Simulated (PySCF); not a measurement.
## Dipole moment and polarisability of `C=C[C@@H]1N[C@@H]1CC`

Species: C6H11N.
Structure used (GFN2-xTB), in Å, numbered top down from 1:
```xyz
18
C6H11N angstrom
C      2.238   -0.193   -0.828
C      1.450    0.851   -0.624
C      0.640    1.120    0.581
N      0.607    0.251    1.741
C     -0.573    0.313    0.914
C     -1.011   -0.854    0.062
C     -1.969   -0.410   -1.038
H      2.382   -0.970   -0.094
H      2.791   -0.311   -1.744
H      1.360    1.614   -1.387
H      0.594    2.173    0.842
H      1.138   -0.606    1.618
H     -1.395    0.848    1.381
H     -1.503   -1.592    0.703
H     -0.136   -1.329   -0.390
H     -2.298   -1.266   -1.621
H     -2.845    0.073   -0.609
H     -1.479    0.296   -1.704
```

Level: PBE0/def2-SVPD (PySCF), static field, nuclei fixed, core orbitals frozen in the response. The polarisability tensor in these axes (au):

```
x   86.54 -1.48 -4.39
y   -1.48 73.20  1.61
z   -4.39  1.61 74.81
```

What are the eigenvalues, a third of the trace, and Δα (Δα² = ½Σ(αi − αj)² over the three pairs)?

Principal values 72.08, 74.23 and 88.25 au; mean 78.18 au = 11.59 Å³ = 12.89 × 10⁻⁴⁰ C²·m²/J; Δα = 15.21 au (19 % of the mean).

What is the dipole moment, and where does it point?

(-0.41, -0.55, -1.47) D, 1.62 D in size, pointing from the negative to the positive side. Measured along this direction, the outermost atoms are N4 at the negative end and H16 at the positive end.

Rayleigh depolarisation ratio (linearly polarised light, static tensor)?

ρ = 3Δα²/(45ᾱ² + 4Δα²) = 693.7/(275080 + 925.0) = 0.00251.

Refractivity n − 1 of an ideal gas of it at 500 K and 1 atm, from the electronic α?

N = p/kT = 1.4678 × 10¹⁹ cm⁻³, so n − 1 = 2π × N × 11.59 × 10⁻²⁴ cm³ = 1068 × 10⁻⁶ at long wavelengths, for an ideal gas.

Sum over states: ᾱ = Σ f/ω², ω in Eh. What share falls to these 6 lowest TDDFT singlets (eV, f)? 5.69, 0.1161; 6.52, 0.0206; 6.60, 0.0088; 7.12, 0.0508; 7.18, 0.0465; 7.23, 0.0327.

They add up to 5.04 au, 6.4 % of the 78.18 au; the largest single term is 2.66 au, from the state at 5.69 eV. Terms in order: 2.66, 0.36, 0.15, 0.74, 0.67, 0.46 au. Higher excitations give the rest. The strengths listed sum to 0.275.

The structure is a single GFN2-xTB conformer in the gas phase; no vibrational or solvent corrections.
